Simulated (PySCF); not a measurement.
CHF, SMILES [CH]F (connectivity only; charge and spin as stated), neutral, multiplicity 1. The structure is a stationary point at B3LYP-D3(BJ)/def2-TZVPD. The isomer is the one that the SMILES or the coordinates give; other isomers of the formula were not compared.

Calculation: B3LYP-D3(BJ)/def2-TZVPD (PySCF 2.14.0).

Harmonic wavenumbers (cm⁻¹): 1198, 1436, 2771. Rotational constants (GHz): 469.5, 36.64, 33.98; symmetry number 1.

### Question
Work out the zero-point energy and the ideal-gas rigid-rotor harmonic-oscillator thermochemistry at 298.15 K and 1 atm.

### Answer
ZPE = ½ Σ hcν = ½ × 5404 cm⁻¹ = 32.32 kJ/mol. H − E(el) = 42.30 kJ/mol. Entropy in J/(mol K): translation 151.98, rotation 70.96, vibration 0.24, total 223.18. G − E(el) = -24.24 kJ/mol. Cp = 34.52 J/(mol K).
